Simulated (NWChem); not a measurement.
# CH7FN2Si; SMILES F[Si](C)(N)N

```xyz
12

C      0.0228    -1.7369    -0.5761
Si    -0.0003     0.0266     0.0106
N     -1.5026     0.3109     0.8067
N      1.4937     0.3506     0.8072
F     -0.0141     1.1019    -1.2153
H     -0.8687    -1.9559    -1.1823
H      0.0334    -2.4436     0.2699
H      0.9181    -1.9319    -1.1848
H     -1.7787     1.2472     1.0800
H     -1.8830    -0.3798     1.4425
H      1.7454     1.2941     1.0791
H      1.8912    -0.3291     1.4443
```
Atoms are numbered in this order, from 1.

Program: NWChem. Pople sets run with spherical d functions. The geometry was optimised at PBE0/def2-SVP. Not confirmed as a minimum by frequencies.

Task: Order these by “dipole (D)”, lowest first: TPSS/6-31G*; TPSS/3-21G; TPSS/STO-3G.

Result: TPSS/STO-3G (2.14), TPSS/6-31G* (3.14), TPSS/3-21G (3.57)
